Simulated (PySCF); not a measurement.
Ga(Cl)2(SeH) (Cl2GaHSe), SMILES [Cl][Ga]([Cl])[SeH]. Coordinates come from a PBE-D3(BJ)/def2-SVP optimisation. The structure was generated by enumeration; whether it is a known compound was not checked. One conformer was computed; it need not be the lowest.

Level of theory: PBE-D3(BJ)/def2-SVP run with PySCF.

Harmonic wavenumbers (cm⁻¹): 84, 114, 118, 243, 268, 408, 440, 614, 2360. Rotational constants (GHz): 2.076, 1.085, 0.7125; symmetry number 1.

Question: Work out the zero-point energy and the ideal-gas rigid-rotor harmonic-oscillator thermochemistry at 298.15 K and 1 atm.

Answer: ZPE = ½ Σ hcν = ½ × 4649 cm⁻¹ = 6.65 kcal/mol. H − E(el) = 11.44 kcal/mol. Entropy in cal/(mol K): translation 42.08, rotation 29.68, vibration 15.70, total 87.46. G − E(el) = -14.64 kcal/mol. Cp = 21.13 cal/(mol K). Modes under 150 cm⁻¹ make the vibrational entropy uncertain.
